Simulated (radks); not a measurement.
Problem. Numerical settings for neutral titanium, [Ar] 3d2 4s2. Method: scalar-relativistic Kohn-Sham, r2SCAN, spin-polarised, spherical densities, finite nucleus; open shells are filled with parallel spins first; meta-GGA in the generalised Kohn-Sham scheme; Fermi nuclear charge, rms radius 3.5921 fm; computed with a radial shooting solver on a logarithmic mesh with Libxc functionals. The defaults (mesh step 0.008 in ln r, mesh end at 40 bohr or more with all orbitals vanishing there, Anderson mixing 0.5 over 9 steps, residual threshold near 1e-9 with the energy settled to 1e-9 hartree or 1e-11 of itself, here a cap of 68 iterations) give E = -853.775 hartree and 4s at -4.243 eV in 16 iterations. Run on one thread of a shared host, so times are rough (Intel(R) Xeon(R) 6975P-C): 0.13 s of CPU time, 0.13 s wall, 16 iterations on 2381 mesh points. One setting is changed at a time: mesh step in ln r 0.08; mesh step in ln r 0.05; mesh step in ln r 0.03; mesh end (bohr) 20; mesh end (bohr) 1; residual threshold 0.001; residual threshold 0.1; mixing 1; linear mixing, mixing 0.2; linear mixing, mixing 1; mixing history 2; iteration cap 8. Which runs fail to converge, and which converge to a wrong energy?

Solution. Not converged within the cap: mesh step in ln r 0.08; linear mixing, mixing 0.2; linear mixing, mixing 1; iteration cap 8. Settled on a wrong energy, with an occupied level pushed above zero by the early mesh end: mesh end (bohr) 1 (+141 hartree). Apart from these: no run marked as converged misses the energy by more than 1 mhartree.
